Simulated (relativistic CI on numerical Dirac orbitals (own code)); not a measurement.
## Co⁴⁺: K-beta X-ray emission

Computed with this model: Dirac-Coulomb-Breit CI, orbitals from a KLI potential per configuration, model QED, valence Slater integrals scaled by 0.8, multiplet model of X-ray emission after core ionisation; configurations [Ar] 3d5 → 1s 2s2 2p6 3s2 3p6 3d5 → [Ne] 3s2 3p5 3d5; 300 K; Lorentzian 1.6 eV and Gaussian 1 eV FWHM. Energies are those of the free ion, without screening or charge transfer. S is read from ⟨S²⟩ = S(S + 1).

Field parameters in Wybourne normalisation: Oh B⁴₀ = 21Dq, B⁴₄ = √(5/14) B⁴₀. The field is a parameter set, without covalency.

Computed curve for Oh, 10Dq = 31400 cm⁻¹, scaled to 100 at the maximum (points under 2 are left out and the grid is thinned):

Energy (eV), Intensity and a bar:
```
   7629.0        2.1 
   7629.6        2.6 
   7630.2        3.2 
   7630.8        4.1 #
   7631.4        5.1 #
   7632.2        7.2 ##
   7632.8        9.9 ##
   7633.4       14.9 ####
   7634.0       24.9 #######
   7634.6       42.7 ############
   7635.2       61.8 ##################
   7635.8       64.7 ###################
   7636.4       49.3 ##############
   7637.0       31.1 #########
   7637.6       20.2 ######
   7638.4       14.1 ####
   7639.0       11.9 ###
   7639.6       10.9 ###
   7640.2       10.6 ###
   7640.8       10.2 ###
   7641.4        9.6 ##
   7642.0        9.5 ##
   7642.6       10.1 ##
   7643.2       11.5 ###
   7643.8       12.7 ###
   7644.6       13.5 ####
   7645.2       13.0 ###
   7645.8       11.9 ###
   7646.4       10.9 ###
   7647.0       11.0 ###
   7647.6       11.8 ###
   7648.2       13.2 ###
   7648.8       15.4 ####
   7649.4       18.6 #####
   7650.0       22.2 ######
   7650.8       26.0 #######
   7651.4       28.6 ########
   7652.0       32.3 #########
   7652.6       38.9 ###########
   7653.2       48.5 ##############
   7653.8       57.9 #################
   7654.4       67.1 ####################
   7655.0       79.8 ########################
   7655.6       93.3 ############################
   7656.2      100.0 ##############################
   7657.0       88.6 ###########################
   7657.6       72.3 ######################
   7658.2       59.0 #################
   7658.8       47.3 ##############
   7659.4       33.3 ##########
   7660.0       20.4 ######
   7660.6       12.7 ###
   7661.2        8.7 ##
   7661.8        6.4 #
   7662.4        5.0 #
   7663.2        3.8 #
   7663.8        3.1 
   7664.4        2.7 
   7665.0        2.3 
   7665.6        2.0
```

The ground state has S = 0.51, and the centroid lies at 7649.55 eV.
